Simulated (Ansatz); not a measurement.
`F[SiH2]C#[C][GeH3]` + H–F → `FC#[C][GeH3]` + `F[SiH3]`  (substitution at a C–Si bond)

Isolated molecules relaxed with PBE0-D4/def2-TZVP in Ansatz; ΔE leaves out vibrations. CCSD(T)/CBS is the MP2 limit (def2-TZVPP, def2-QZVPP) plus CCSD(T) − MP2 in def2-TZVPP, frozen cores. This one scheme is used for every species. Functionals use def2-TZVPP. B3LYP here is the variant with VWN-RPA as its local correlation; programs differ in this. HSE06 is defined as in plane-wave codes. For Ge outer-core shells are correlated without core-valence functions, which leaves a few kJ/mol of doubt a bond. Scalar relativity is left out up to krypton.

| level | ΔE (kJ/mol) | difference from CCSD(T)/CBS |
| --- | --- | --- |
| LDA (SPW92) | 148.3 | -36.9 |
| PBE-D4 | 158.4 | -26.8 |
| revPBE-D4 | 162.6 | -22.6 |
| BLYP-D4 | 162.1 | -23.1 |
| PBE0-D4 | 164.1 | -21.1 |
| B3LYP-D4 | 165.5 | -19.7 |
| r2SCANh-D4 | 167.1 | -18.1 |
| r2SCAN0-D4 | 168.7 | -16.5 |
| HSE06-D4 | 164.1 | -21.1 |
| CAM-B3LYP-D4 | 161.1 | -24.1 |
| ωB97X-V | 159.7 | -25.5 |
| B2PLYP | 170.0 | -15.2 |
| PBE-QIDH | 173.5 | -11.7 |
| PBE | 153.9 | -31.3 |
| revPBE | 154.1 | -31.1 |
| BLYP | 153.3 | -31.9 |
| r2SCAN | 164.4 | -20.8 |
| PBE0 | 160.0 | -25.2 |
| B3LYP | 158.3 | -26.9 |
| r2SCANh | 165.6 | -19.6 |
| r2SCAN0 | 167.1 | -18.1 |
| HSE06 | 160.2 | -25.0 |
| BHLYP | 163.2 | -22.0 |
| CAM-B3LYP | 156.7 | -28.5 |
| LC-ωPBE | 155.6 | -29.6 |
| RPA@PBE/def2-TZVPP | 168.0 | -17.2 |
| HF/def2-SVP | 145.0 | -40.2 |
| MP2/def2-SVP | 155.4 | -29.8 |
| CCSD/def2-SVP | 146.1 | -39.1 |
| CCSD(T)/def2-SVP | 146.2 | -39.0 |
| HF/def2-TZVPP | 162.1 | -23.1 |
| MP2/def2-TZVPP | 188.9 | 3.7 |
| SCS-MP2/def2-TZVPP | 180.5 | -4.7 |
| CCSD/def2-TZVPP | 175.8 | -9.4 |
| CCSD(T)/def2-TZVPP | 177.6 | -7.6 |
| MP2/def2-QZVPP | 193.3 | 8.1 |
| SCS-MP2/def2-QZVPP | 185.0 | -0.2 |
| HF/CBS(def2) | 162.4 | -22.8 |
| MP2/CBS(def2) | 196.5 | 11.3 |
| CCSD/CBS(def2) | 183.3 | -1.9 |
| CCSD(T)/CBS | 185.2 | 0 |

Largest T1 diagnostic among the species: 0.013.

Leaving LDA and LC-ωPBE aside and taking each functional with its dispersion term where it has one, the values spread over 15.1 kJ/mol, from PBE-D4 to PBE-QIDH. LDA lies −5.6 kJ/mol from PBE without D4. The D4 term adds +7.2 kJ/mol with B3LYP and +4.0 kJ/mol with PBE0; it sums over pairs of atoms, weighted by their polarisabilities, and B3LYP, whose exchange is more repulsive, gets the larger term. From PBE to PBE0 (25 % exact exchange), in def2-TZVPP and without D4, ΔE moves by +6.1 kJ/mol.
